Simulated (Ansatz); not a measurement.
One geometry of Cu₃H₄, several levels of theory.

```yaml
crystal:
  periodic: [false, false, false]
  atoms:
    - {symbol: Cu, position_ang: [0.939638, 0.091427, 1.226600]}
    - {symbol: Cu, position_ang: [-0.437964, -0.814711, -0.500103]}
    - {symbol: Cu, position_ang: [-0.074132, 1.529442, -0.231288]}
    - {symbol: H, position_ang: [-1.516540, -2.234271, -1.145805]}
    - {symbol: H, position_ang: [1.821647, 0.665645, 2.336727]}
    - {symbol: H, position_ang: [0.152383, 3.032787, -0.061952]}
    - {symbol: H, position_ang: [-0.885022, -2.270329, -1.624171]}
basis:
  gaussian: {orbitals: def2-TZVP, initial_orbitals: start.molden}
magnetization: {spin_polarized: true, initial_magnetization: 1}
hamiltonian: {xc: pbe, dispersion: d4}
scf: {omitted_lower_state_checks: [starts]}
output: {forces: true, orbitals: {seedname: orbitals}}
```

The file start.molden holds the orbitals of an earlier run on this structure, at another level or in another basis.

```sh
$ ansatz run in.yaml --threads 4 --pin off --events-out ev --progress --plain --max-ram 3916MiB
```

Shortened log:

```
Functional definition: PBE
1535 factors; their error is unknown
mean field evaluation 1: about -133966.6816 eV, gradient 9.1e0 eV
mean field evaluation 2: about -133966.9826 eV, gradient 4.3e-1 eV
mean field evaluation 4: about -133966.8990 eV, gradient 5.5e-2 eV
mean field evaluation 8: about -133966.8990 eV, gradient 2.0e-5 eV
mean field -133966.89904299 eV, -4923.1927338042 hartree, gradient 2.0e-5 eV, S^2 0.753106; 0 other end points of the search recorded, 0 dependent functions left out
reference -133966.89910474 eV, -4923.1927360734 hartree; 46, 45 occupied and 113, 114 virtual orbitals, 1535 factors
Total energy: -133967.05671170 eV, -4923.1985280224 hartree
Atom 0 at     0.939638     0.091427     1.226600 Å, force     0.250344    -0.072341     0.338824 eV/Å
Atom 1 at    -0.437964    -0.814711    -0.500103 Å, force    -0.101370    -0.194534    -0.120771 eV/Å
Atom 2 at    -0.074132     1.529442    -0.231288 Å, force    -0.081432     0.397252    -0.135942 eV/Å
Atom 3 at    -1.516540    -2.234271    -1.145805 Å, force     0.323793    -0.025795    -0.252832 eV/Å
Atom 4 at     1.821647     0.665645     2.336727 Å, force    -0.049616    -0.027704    -0.064680 eV/Å
Atom 5 at     0.152383     3.032787    -0.061952 Å, force    -0.008359    -0.085324    -0.006750 eV/Å
Atom 6 at    -0.885022    -2.270329    -1.624171 Å, force    -0.333360     0.008446     0.242152 eV/Å
Dipole moment:    -0.426929    -0.799348    -0.491680 e Å
Checks for a lower state left out: starts
```

It took 4.2 s on 4 threads of Arm Neoverse V1 on a shared host.

As the first input, with `gaussian: {orbitals: def2-SVP, initial_orbitals: start.molden}`, `correlation: {method: ccsd_t, frozen_orbitals: {Cu: 9, H: 0}}`, `scf: {omitted_lower_state_checks: [starts, cluster_reference]}`, `output: {orbitals: {seedname: orbitals}}` and without the key `hamiltonian` (abridged; 52 s):

```
Functional definition: HF
mean field evaluation 16: about -133834.1288 eV, gradient 2.6e-6 eV
mean field -133834.12880534 eV, -4918.3135175655 hartree, gradient 2.6e-6 eV, S^2 0.759627
27 core orbitals not correlated: weight in the atoms' cores, before any rotation towards them, 1.000 or more for the frozen orbitals, at most 0.000 for the correlated occupied ones
second order -25.62842757 eV of doubles, -0.00000000 eV of singles
cycle   1  -22.09275969 eV  change     3.5e0 eV  update   2.6e-1
cycle   2  -23.63267148 eV  change    -1.5e0 eV  update   1.6e-1
cycle   3  -23.95074628 eV  change   -3.2e-1 eV  update   7.3e-2
cycle   4  -24.06525307 eV  change   -1.1e-1 eV  update   5.0e-2
cycle   5  -24.11602683 eV  change   -5.1e-2 eV  update   3.8e-2
cycle   6  -24.23748102 eV  change   -1.2e-1 eV  update   3.0e-2
cycle   7  -24.33957731 eV  change   -1.0e-1 eV  update   2.2e-2
cycle   8  -24.37831076 eV  change   -3.9e-2 eV  update   1.5e-2
cycle   9  -24.40555980 eV  change   -2.7e-2 eV  update   1.1e-2
[...]
cycle  27  -24.44805494 eV  change   -4.0e-5 eV  update   3.3e-4
cycle  28  -24.44810694 eV  change   -5.2e-5 eV  update   2.7e-4
cycle  29  -24.44805556 eV  change    5.1e-5 eV  update   2.1e-4
cycle  30  -24.44790902 eV  change    1.5e-4 eV  update   1.5e-4
cycle  31  -24.44780734 eV  change    1.0e-4 eV  update   1.1e-4
cycle  32  -24.44777325 eV  change    3.4e-5 eV  update   8.7e-5
cycle  33  -24.44771325 eV  change    6.0e-5 eV  update   7.2e-5
cycle  34  -24.44768863 eV  change    2.5e-5 eV  update   6.1e-5
cycle  35  -24.44763933 eV  change    4.9e-5 eV  update   5.5e-5
cycle  36  -24.44757295 eV  change    6.6e-5 eV  update   4.7e-5
cycle  37  -24.44753046 eV  change    4.2e-5 eV  update   3.5e-5
cycle  38  -24.44748743 eV  change    4.3e-5 eV  update   2.7e-5
cycle  39  -24.44747002 eV  change    1.7e-5 eV  update   2.0e-5
cycle  40  -24.44746599 eV  change    4.0e-6 eV  update   1.6e-5
cycle  41  -24.44745764 eV  change    8.4e-6 eV  update   1.4e-5
perturbative correction -1.31997564 eV, -0.0485082100 hartree
Total energy: -133859.89623861 eV, -4919.2604532726 hartree
Checks for a lower state left out: starts, cluster_reference
```

The first input with `hamiltonian: {xc: pbe0, dispersion: d4}`, `output: {orbitals: {seedname: orbitals}}` (abridged; 7 s):

```
Functional definition: PBE0
mean field -133965.89354442 eV, -4923.1557824135 hartree, gradient 1.4e-5 eV, S^2 0.768152
Total energy: -133966.02830640 eV, -4923.1607348247 hartree
Checks for a lower state left out: starts
```

First input, but with `hamiltonian: {xc: r2scan, dispersion: d4}`, `output: {orbitals: {seedname: orbitals}}` (abridged; 9.5 s):

```
Functional definition: r2SCAN
mean field -133985.71621306 eV, -4923.8842520496 hartree, gradient 1.7e-5 eV, S^2 0.757537
Total energy: -133985.75092814 eV, -4923.8855278052 hartree
Checks for a lower state left out: starts
```

As the first input, with `hamiltonian: {xc: lda}`, `output: {orbitals: {seedname: orbitals}}` (abridged; 1.9 s):

```
Functional definition: SPW92
mean field -133760.61649606 eV, -4915.6119900278 hartree, gradient 1.6e-5 eV, S^2 0.751961
Total energy: -133760.61655385 eV, -4915.6119921518 hartree
Checks for a lower state left out: starts
```

The first input with `hamiltonian: {xc: {name: PBE-QIDH}}`, `correlation: {frozen_orbitals: {Cu: 9, H: 0}}` and without the key `output` (abridged; 16 s):

```
Functional definition: PBE-QIDH
mean field -133927.77684487 eV, -4921.7550195415 hartree, gradient 4.2e-6 eV, S^2 0.762254
27 core orbitals not correlated: weight in the atoms' cores, before any rotation towards them, 1.000 or more for the frozen orbitals, at most 0.000 for the correlated occupied ones
second order -41.26022631 eV of doubles, -0.00000000 eV of singles
Total energy: -133941.53027241 eV, -4922.2604486812 hartree
Checks for a lower state left out: starts
```

Geometry: PBE-D4/def2-SVP.

Correlated methods freeze 27 core orbitals. At CCSD(T)/def2-SVP T1 of the charge 0 doublet is large (up to 0.079), so the single-reference result is doubtful. In the doublet, H4 and H7 lie 0.79 Å apart (atoms count from 1), so H2 has formed as a molecule. No other spin state of charge 0 was run. Another isomer (doublet) lies 1.53 eV lower at PBE0-D4/def2-TZVP; other spin states weren't run for this one.
